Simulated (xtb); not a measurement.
xtb input (GFN2-xTB):

```bash
xtb mol.xyz --gfn 2 --sp --chrg -1 --uhf 0
```
mol.xyz:
```
9

C     -1.80766745    -0.12541184     0.05783242
C     -0.64325662    -1.09471643     0.03534137
C      0.66971766    -0.81910144    -0.00925837
C      1.11178125     0.50812232    -0.04162774
N      1.62036726     1.56467281    -0.07225544
H     -1.45419284     0.90727546     0.03235136
H     -2.48054554    -0.27739282    -0.79844251
H     -2.42606234    -0.25270018     0.95808535
H     -0.96521916    -2.14324777     0.06006774
```

End of the output:

```
         :::::::::::::::::::::::::::::::::::::::::::::::::::::
         ::                     SUMMARY                     ::
         :::::::::::::::::::::::::::::::::::::::::::::::::::::
         :: total energy             -13.597688972027 Eh    ::
         :: gradient norm              0.033190034052 Eh/a0 ::
         :: HOMO-LUMO gap              2.303851293458 eV    ::
         ::.................................................::
         :: SCC energy               -13.837703953694 Eh    ::
         :: -> isotropic ES            0.137072610176 Eh    ::
         :: -> anisotropic ES          0.014253725310 Eh    ::
         :: -> anisotropic XC          0.016875410287 Eh    ::
         :: -> dispersion             -0.005529153334 Eh    ::
         :: repulsion energy           0.240014981667 Eh    ::
         :: add. restraining           0.000000000000 Eh    ::
         :: total charge              -1.000000000000 e     ::
         :::::::::::::::::::::::::::::::::::::::::::::::::::::

           -------------------------------------------------
          |                Property Printout                |
           -------------------------------------------------

    * Orbital Energies and Occupations

         #    Occupation            Energy/Eh            Energy/eV
      -------------------------------------------------------------
         1        2.0000           -0.4239262             -11.5356
         2        2.0000           -0.3836899             -10.4407
         3        2.0000           -0.3746927             -10.1959
         4        2.0000           -0.3354338              -9.1276
         5        2.0000           -0.3148130              -8.5665
         6        2.0000           -0.3076473              -8.3715
         7        2.0000           -0.2782139              -7.5706
         8        2.0000           -0.2459439              -6.6925
         9        2.0000           -0.2281496              -6.2083
        10        2.0000           -0.2179317              -5.9302
        11        2.0000           -0.1759504              -4.7879
        12        2.0000           -0.1566176              -4.2618
        13        2.0000           -0.0985493              -2.6817 (HOMO)
        14                         -0.0138844              -0.3778 (LUMO)
        15                          0.0667024               1.8151
        16                          0.1271919               3.4611
        17                          0.3105340               8.4501
        18                          0.3254455               8.8558
        19                          0.3610591               9.8249
        20                          0.3659174               9.9571
        21                          0.3911816              10.6446
        22                          0.5425478              14.7635
        23                          0.8157951              22.1989
        24                          1.3117479              35.6945
      -------------------------------------------------------------
                  HL-Gap            0.0846650 Eh            2.3039 eV
             Fermi-level           -0.0562169 Eh           -1.5297 eV

     #   Z          covCN         q      C6AA      α(0)
     1   6 C        3.748    -0.069    21.891     6.673
     2   6 C        2.902    -0.061    29.506     8.907
     3   6 C        1.962    -0.288    39.889    10.199
     4   6 C        1.913     0.067    29.413     8.759
     5   7 N        0.911    -0.496    33.182     8.331
     6   1 H        0.924    -0.001     3.083     2.746
     7   1 H        0.923    -0.034     3.725     3.018
     8   1 H        0.923    -0.034     3.725     3.018
     9   1 H        0.924    -0.083     4.994     3.495

 Mol. C6AA /au·bohr⁶  :       1254.100228
 Mol. C8AA /au·bohr⁸  :      29456.424880
 Mol. α(0) /au        :         55.146787

Wiberg/Mayer (AO) data.
largest (>0.10) Wiberg bond orders for each atom

 ---------------------------------------------------------------------------
     #   Z sym  total        # sym  WBO       # sym  WBO       # sym  WBO
 ---------------------------------------------------------------------------
     1   6 C    3.976 --     6 H    0.987     2 C    0.982     7 H    0.978
                             8 H    0.978
     2   6 C    3.939 --     3 C    1.830     1 C    0.982     9 H    0.961
                             5 N    0.133
     3   6 C    3.390 --     2 C    1.830     4 C    1.306     5 N    0.186
     4   6 C    3.917 --     5 N    2.550     3 C    1.306
     5   7 N    2.887 --     4 C    2.550     3 C    0.186     2 C    0.133
     6   1 H    1.000 --     1 C    0.987
     7   1 H    0.999 --     1 C    0.978
     8   1 H    0.999 --     1 C    0.978
     9   1 H    0.993 --     2 C    0.961
 ---------------------------------------------------------------------------

Topologies differ in total number of bonds
Writing topology from bond orders to xtbtopo.mol

molecular dipole:
                 x           y           z       tot (Debye)
 q only:       -0.962      -0.448       0.036
   full:       -1.651      -0.483       0.058       4.374
molecular quadrupole (traceless):
                xx          xy          yy          xz          yz          zz
 q only:       -4.066      -7.148      -2.774       0.439       0.357       6.840
  q+dip:       -3.012      -6.231      -3.612       0.387       0.337       6.624
   full:       -3.406      -7.178      -5.066       0.470       0.413       8.472

           -------------------------------------------------
          | TOTAL ENERGY              -13.597688972027 Eh   |
          | GRADIENT NORM               0.033190034052 Eh/α |
          | HOMO-LUMO GAP               2.303851293458 eV   |
           -------------------------------------------------

------------------------------------------------------------------------
------------------------------------------------------------------------
 total:
 SCF:
Note: The following floating-point exceptions are signalling: IEEE_DENORMAL
normal termination of xtb
```

It need not be the lowest isomer of its formula. Whether it binds its extra electron was not tested at this geometry.
